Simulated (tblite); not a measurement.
Cl$_{3}$OTa (SMILES [O]=[Ta]([Cl])([Cl])[Cl]), singlet, geometry from GFN2-xTB (such geometries of metal compounds can be far from the true shape); GFN1-xTB with ALPB(water) run with tblite 0.6.0.

tblite was given this input:
```
$ tblite run mol.xyz --method gfn1 --charge 0 --spin 0 --alpb water --json tblite.json --no-restart

# file mol.xyz
5

Ta     0.15665099     0.08849969    -0.15002696
O      1.28874592     0.72807464    -1.23425093
Cl     1.08693711    -0.91589593     1.59030402
Cl    -1.17072286    -1.42716546    -1.06863054
Cl    -1.19536069     1.62040996     0.70338389
```

What the program printed (banner, timings and long lists left out):

```
xTB calculator
 | screened Coulomb repulsion
 | Coulomb electrostatics
 |  * isotropic Klopman-Ohno-Mataga-Nishimoto electrostatics
 |  * onsite third-order electrostatics
 | DFT-D3(BJ) dispersion correction
 | Interactions (3)
 | [1] alpb/gbsa reaction field model
 | [2] cds contribution to solvation
 | [3] empirical free energy shift and standard state/solvent correction

halogen bonding energy    0.0000000000000E+00 Eh
repulsion energy          7.0339590591775E-02 Eh
dispersion energy        -2.6730523615344E-03 Eh
interaction energy        5.7479846447049E-04 Eh
number of electrons       3.2000000000000E+01 e
integral cutoff           3.6814730210589E+01 bohr

------------------------------------------------------------
  cycle        total energy    energy error   density error
------------------------------------------------------------
      1     -19.33327124706  -1.9401513E+01   8.4656716E-01
      2     -19.61998452307  -2.8671328E-01   3.1359591E-01
      3     -19.62396535266  -3.9808296E-03   1.4188022E-01
      4     -19.62401167373  -4.6321069E-05   3.6888845E-02
      5     -19.62404816755  -3.6493824E-05   5.9906138E-03
      6     -19.62407523605  -2.7068497E-05   2.7867805E-03
      7     -19.62408412889  -8.8928380E-06   6.8194627E-04
      8     -19.62408473914  -6.1025641E-07   1.1296274E-05
------------------------------------------------------------

electronic energy        -1.9692326075838E+01 Eh
total energy             -1.9624084739144E+01 Eh

Post processing:
 | Mayer-Wiberg bond orders

[Info] JSON dump of results written to 'tblite.json'
```
